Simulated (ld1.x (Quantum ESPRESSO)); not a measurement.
Varying the TM semilocal potential for O

Base potential:

* Element: oxygen (O)
* Generator: ld1.x (Quantum ESPRESSO) 7.5
* Type: norm-conserving Troullier–Martins (semilocal form)
* Functional: LDA (PZ)
* Relativity: scalar-relativistic
* Frozen core: [He]
* Valence charge: 6
* Reference configuration: 2s2 2p4
* Partial waves: 2p (bound): rc 1.50 bohr; 2s (bound): rc 0.65 bohr
* Local potential: the s channel
* Core correction: none

All-electron outer shells of the reference configuration (LDA (PZ), scalar-relativistic, ld1.x):

```
shell  level (eV)  outermost node (bohr)  outermost maximum (bohr)
   1s     -510.89                      –                      0.13
   2s      -23.75                   0.28                      0.88
   2p       -9.20                      –                      0.82
```

Cutoffs, loose and tight: the cutoffs (Ry, on a coarse ladder) from which the occupation-weighted sum of valence levels, in a spherical-Bessel basis at the reference potential, stays within 10 and 1 mRy of its value at 400 Ry. They do not see the model core or the augmentation charge, which bear on the density cutoff. Test errors are all-electron minus pseudo excitation energies from the reference, over the configurations 2s2 2p3; 2s2 2p2; 2s2 2p1; 2s1 2p5; 2s2 2p4.3; 2s0 2p6; 2s1 2p4 (two spin-polarised tests are not counted in the largest error). A dash means not determined; rows that change the core or the reference have their own tests.

Cutoffs are not given where the Bessel-basis levels miss the radial ones by over 6 mRy, ghosts where they miss by over 20 mRy; a channel whose overlap is not positive is not tested.

In the semilocal form every listed channel keeps its own potential, so the choice of the local channel does not act on these tests. It acts once the file is put into the separable form.

A semilocal file is local in each channel, so a ghost entry of none says nothing of the separable form that plane-wave codes build from it.

| change | outcome | cutoff, loose | cutoff, tight | bound ghosts | largest test error (meV) |
| --- | --- | --- | --- | --- | --- |
| base | generated | 140 Ry | 300 Ry | none | +708 |
| wave 2p (bound): rc 1.50 bohr becomes 2p (bound): rc 2.20 bohr | generated | 140 Ry | 300 Ry | none | +3080 |
| non-relativistic | generated | 140 Ry | 300 Ry | none | +711 |
| functional PBEsol | generated | 140 Ry | 300 Ry | none | +646 |
| core correction a·sin(br)/r model core inside 0.66 bohr | generated | 140 Ry | 300 Ry | none | +688 |
| reference 2s1.75 2p4.25 | generated | 140 Ry | 300 Ry | none | +2507 |
| form changed from semilocal to separable (Kleinman–Bylander), still TM; local potential all-electron potential smoothed inside 0.90 bohr (lloc = -2) | generated | 140 Ry | 300 Ry | none | +771 |
| all radii scaled by about 0.83 (s 0.54, p 1.24 bohr) | generated | 260 Ry | over 300 Ry | none | +419 |
| local potential the p channel | generated | 140 Ry | 300 Ry | none | +709 |
| wave 2s (bound): rc 0.65 bohr becomes 2s (bound): rc 0.46 bohr | generated | – | – | none | +853 |
| form changed from semilocal to separable (Kleinman–Bylander), still TM; local potential all-electron potential smoothed inside 1.10 bohr (lloc = -1) | generated | 140 Ry | 300 Ry | none | +766 |
| all radii scaled by about 1.06 (s 0.68, p 1.60 bohr) | generated | 100 Ry | 200 Ry | none | +938 |

(1) What comes out with this change to the base: wave 2s (bound): rc 0.65 bohr becomes 2s (bound): rc 0.66 bohr?

Results:

(1) outcome: generated; cutoff, loose: 140 Ry; cutoff, tight: 200 Ry; bound ghosts: none; largest test error (meV): +706.
